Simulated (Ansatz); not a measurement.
Consider the cleavage of the Ge–B bond: `F[BH][GeH2][F]` + HI → `[F][GeH2][I]` + `BF`.

Computed with Ansatz on PBE0-D4/def2-TZVP structures; ΔE is electronic, products minus reactants. CCSD(T)/CBS adds triple-zeta CCSD(T) − MP2 to the extrapolated MP2 energy (def2 sets, frozen cores). This one scheme is used for every species. Functionals use def2-TZVPP. B3LYP here is the variant with VWN-RPA as its local correlation; programs differ in this. HSE06 is defined as in plane-wave codes. Elements past krypton have def2 core potentials. For Ge, I outer-core shells are correlated without core-valence functions, which leaves a few kJ/mol of doubt a bond. Scalar relativity is left out up to krypton. One conformer a species, not always the lowest.

```json
{"level": "LDA (SPW92)", "ΔE (kcal/mol)": "-20.9", "difference from CCSD(T)/CBS": "3.9"}
{"level": "PBE-D4", "ΔE (kcal/mol)": "-22.8", "difference from CCSD(T)/CBS": "2.0"}
{"level": "BLYP-D4", "ΔE (kcal/mol)": "-23.6", "difference from CCSD(T)/CBS": "1.2"}
{"level": "r2SCAN-D4", "ΔE (kcal/mol)": "-24.4", "difference from CCSD(T)/CBS": "0.4"}
{"level": "PBE0-D4", "ΔE (kcal/mol)": "-24.2", "difference from CCSD(T)/CBS": "0.6"}
{"level": "B3LYP-D4", "ΔE (kcal/mol)": "-24.6", "difference from CCSD(T)/CBS": "0.2"}
{"level": "r2SCANh-D4", "ΔE (kcal/mol)": "-24.8", "difference from CCSD(T)/CBS": "0.0"}
{"level": "r2SCAN0-D4", "ΔE (kcal/mol)": "-25.4", "difference from CCSD(T)/CBS": "-0.6"}
{"level": "HSE06-D4", "ΔE (kcal/mol)": "-24.3", "difference from CCSD(T)/CBS": "0.5"}
{"level": "BHLYP-D4", "ΔE (kcal/mol)": "-26.7", "difference from CCSD(T)/CBS": "-1.9"}
{"level": "CAM-B3LYP-D4", "ΔE (kcal/mol)": "-23.9", "difference from CCSD(T)/CBS": "0.9"}
{"level": "ωB97X-V", "ΔE (kcal/mol)": "-24.2", "difference from CCSD(T)/CBS": "0.6"}
{"level": "ωB97M-V", "ΔE (kcal/mol)": "-24.6", "difference from CCSD(T)/CBS": "0.2"}
{"level": "B2PLYP", "ΔE (kcal/mol)": "-25.2", "difference from CCSD(T)/CBS": "-0.4"}
{"level": "PBE", "ΔE (kcal/mol)": "-22.5", "difference from CCSD(T)/CBS": "2.3"}
{"level": "revPBE", "ΔE (kcal/mol)": "-22.7", "difference from CCSD(T)/CBS": "2.1"}
{"level": "BLYP", "ΔE (kcal/mol)": "-23.1", "difference from CCSD(T)/CBS": "1.7"}
{"level": "r2SCAN", "ΔE (kcal/mol)": "-24.4", "difference from CCSD(T)/CBS": "0.4"}
{"level": "PBE0", "ΔE (kcal/mol)": "-23.9", "difference from CCSD(T)/CBS": "0.9"}
{"level": "r2SCANh", "ΔE (kcal/mol)": "-24.8", "difference from CCSD(T)/CBS": "0.0"}
{"level": "HSE06", "ΔE (kcal/mol)": "-24.1", "difference from CCSD(T)/CBS": "0.7"}
{"level": "BHLYP", "ΔE (kcal/mol)": "-25.7", "difference from CCSD(T)/CBS": "-0.9"}
{"level": "CAM-B3LYP", "ΔE (kcal/mol)": "-23.6", "difference from CCSD(T)/CBS": "1.2"}
{"level": "LC-ωPBE", "ΔE (kcal/mol)": "-22.9", "difference from CCSD(T)/CBS": "1.9"}
{"level": "RPA@PBE/def2-TZVPP", "ΔE (kcal/mol)": "-22.4", "difference from CCSD(T)/CBS": "2.4"}
{"level": "HF/def2-SVP", "ΔE (kcal/mol)": "-27.4", "difference from CCSD(T)/CBS": "-2.6"}
{"level": "MP2/def2-SVP", "ΔE (kcal/mol)": "-26.8", "difference from CCSD(T)/CBS": "-2.0"}
{"level": "CCSD/def2-SVP", "ΔE (kcal/mol)": "-24.5", "difference from CCSD(T)/CBS": "0.3"}
{"level": "CCSD(T)/def2-SVP", "ΔE (kcal/mol)": "-24.4", "difference from CCSD(T)/CBS": "0.4"}
{"level": "HF/def2-TZVPP", "ΔE (kcal/mol)": "-28.1", "difference from CCSD(T)/CBS": "-3.3"}
{"level": "MP2/def2-TZVPP", "ΔE (kcal/mol)": "-26.7", "difference from CCSD(T)/CBS": "-1.9"}
{"level": "SCS-MP2/def2-TZVPP", "ΔE (kcal/mol)": "-26.1", "difference from CCSD(T)/CBS": "-1.3"}
{"level": "CCSD/def2-TZVPP", "ΔE (kcal/mol)": "-23.7", "difference from CCSD(T)/CBS": "1.1"}
{"level": "CCSD(T)/def2-TZVPP", "ΔE (kcal/mol)": "-23.7", "difference from CCSD(T)/CBS": "1.1"}
{"level": "HF/def2-QZVPP", "ΔE (kcal/mol)": "-28.4", "difference from CCSD(T)/CBS": "-3.6"}
{"level": "MP2/def2-QZVPP", "ΔE (kcal/mol)": "-27.5", "difference from CCSD(T)/CBS": "-2.7"}
{"level": "SCS-MP2/def2-QZVPP", "ΔE (kcal/mol)": "-26.8", "difference from CCSD(T)/CBS": "-2.0"}
{"level": "HF/CBS(def2)", "ΔE (kcal/mol)": "-28.4", "difference from CCSD(T)/CBS": "-3.6"}
{"level": "MP2/CBS(def2)", "ΔE (kcal/mol)": "-27.9", "difference from CCSD(T)/CBS": "-3.1"}
{"level": "CCSD/CBS(def2)", "ΔE (kcal/mol)": "-24.9", "difference from CCSD(T)/CBS": "-0.1"}
{"level": "CCSD(T)/CBS", "ΔE (kcal/mol)": "-24.8", "difference from CCSD(T)/CBS": "0"}
```

Largest T1 diagnostic among the species: 0.013.

Leaving LDA and LC-ωPBE aside and taking each functional with its dispersion term where it has one, the values, not all of them listed here, spread over 3.9 kcal/mol, from BHLYP-D4 to B97M-V. LDA lies +1.6 kcal/mol from PBE without D4. From r2SCAN to r2SCAN0 (25 % exact exchange), in def2-TZVPP and without D4, ΔE moves by −1.0 kcal/mol. In def2-TZVPP, CCSD(T) changes the Hartree–Fock value by +4.4 kcal/mol (the triples alone add +0.0 kcal/mol) and MP2 by +1.3 kcal/mol.
